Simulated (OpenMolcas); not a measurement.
# Potential curves of SeO⁺: spin-free states

Calculated with OpenMolcas 26.06: state-averaged CASSCF(7,6) over Se 4p, O 2p, XMS-CASPT2 (IPEA 0.25, imaginary shift 0.2 hartree), scalar X2C, ANO-RCC-VTZP, then RASSI spin–orbit state interaction with atomic mean-field integrals. C2 symmetry about the axis (a holds Σ, Δ, Γ; b holds Π, Φ, H; Σ⁺ and Σ⁻ are not told apart); roots by multiplicity and irrep: 2b 8, 4b 2, 4a 1, 2a 1.

XMS-CASPT2 energies in eV from the lowest point. Curves are followed by energy order within each symmetry, so they are adiabatic and may change character at avoided crossings; Σ⁺ and Σ⁻ are counted together.

| R (Å) | (1)2Π | (1)4Π | (2)2Π | (1)2Φ | (1)4Σ | (1)2Σ | (3)2Π |
| --- | --- | --- | --- | --- | --- | --- | --- |
| 1.356 | 2.507 | 8.334 | 9.126 | 9.902 | 7.845 | 9.439 | 11.041 |
| 1.506 | 0.257 | 4.213 | 5.012 | 5.809 | 4.826 | 5.977 | 6.889 |
| 1.577 | 0.000 | 3.249 | 4.047 | 4.851 | 4.241 | 5.393 | 5.904 |
| 1.656 | 0.047 | 2.641 | 3.427 | 4.235 | 3.986 | 4.995 | 5.259 |
| 1.735 | 0.312 | 2.349 | 3.136 | 3.943 | 3.992 | 4.755 | 4.942 |
| 1.845 | 0.861 | 2.283 | 3.042 | 3.877 | 4.220 | 4.565 | 4.813 |
| 1.987 | 1.653 | 2.517 | 3.249 | 4.101 | 4.621 | 4.452 | 4.958 |
| 2.208 | 2.683 | 3.106 | 3.796 | 4.664 | 4.241 | 4.280 | 5.302 |

Only roots inside an energy window near the equilibrium distance were included, so the list of states is not complete; labels number the states computed. Each spin and symmetry block has orbitals of its own, averaged over its own roots, so gaps between blocks are less sure than gaps within one and near the minimum can be off by tenths of an eV, in bad cases by more. No Rydberg orbitals are active, so Rydberg states, and σ→σ* states whose orbital the CASSCF left unused, can be missing between those listed. Points that failed a check (symmetry, reference weights, a jump) are left out.
